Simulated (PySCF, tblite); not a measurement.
Isomers of C5H5NO2Si, one GFN2-xTB conformer each. Single-point energies are computed at PBE0/pcSseg-1 (PySCF, gas phase, no added dispersion term), electronic only.

**Question.** Rank them by PBE0/pcSseg-1 energy, lowest first (kJ/mol).
A. `[N:1]#[C:2][c:3]1[cH:4][cH:5][c:6]([O:7][SiH3:8])[o:9]1` with C5–C6–O7–Si8 -179°
B. `[N:1]#[C:2][C@@H:3]1[SiH2:4][C:5](=[O:6])[CH2:7][C:8]1=[O:9]` with C2–C3–Si4–C5 -95°, C3–Si4–C5–O6 -176°, Si4–C5–C7–C8 -26°, C5–C7–C8–O9 -132°
C. `[N:1]#[C:2][SiH2:3][C:4]1=[CH:5][CH2:6][O:7][C:8]1=[O:9]` with C2–Si3–C4–C5 0°

**Answer.** C (0.0), A (31.7), B (75.8).

As drawn, the lowest has a C(=O)–O unit and a C=C bond outside aromatic rings, which the highest lacks. GFN2-xTB itself gives, in the same order: 205.5, 0.0, 241.3. GFN2-xTB puts N#Cc1ccc(O[SiH3])o1 lowest instead; measured from each level's own lowest isomer, the values differ by up to 205.5 kJ/mol (N#C[SiH2]C1=CCOC1=O: 205.5 against 0.0).

**Question.** Which frontier levels, dipoles and rotational constants go with these structures?

**Answer.** 
| SMILES | HOMO (eV, PBE0/pcSseg-1) | LUMO (eV) | dipole (D) | A, B, C (MHz) |
| --- | --- | --- | --- | --- |
| N#C[SiH2]C1=CCOC1=O | -8.45 | -1.98 | 2.54 | 2793, 904.4, 691.9 |
| N#Cc1ccc(O[SiH3])o1 | -6.73 | -1.15 | 4.53 | 3033, 847.8, 667.7 |
| N#C[C@@H]1[SiH2]C(=O)CC1=O | -7.56 | -2.35 | 2.71 | 1848, 1263, 992.6 |

**Question.** What happens when harmonic zero-point energies from GFN2-xTB frequencies are added?

**Answer.** 
```json
{"SMILES": "N#C[SiH2]C1=CCOC1=O", "ZPE (kJ/mol)": "227.9", "electronic (kJ/mol)": "0.0", "with ZPE (kJ/mol)": "0.0"}
{"SMILES": "N#Cc1ccc(O[SiH3])o1", "ZPE (kJ/mol)": "225.0", "electronic (kJ/mol)": "31.7", "with ZPE (kJ/mol)": "28.8"}
{"SMILES": "N#C[C@@H]1[SiH2]C(=O)CC1=O", "ZPE (kJ/mol)": "227.2", "electronic (kJ/mol)": "75.8", "with ZPE (kJ/mol)": "75.1"}
```

The zero-point energies span 2.9 kJ/mol. The order is unchanged.
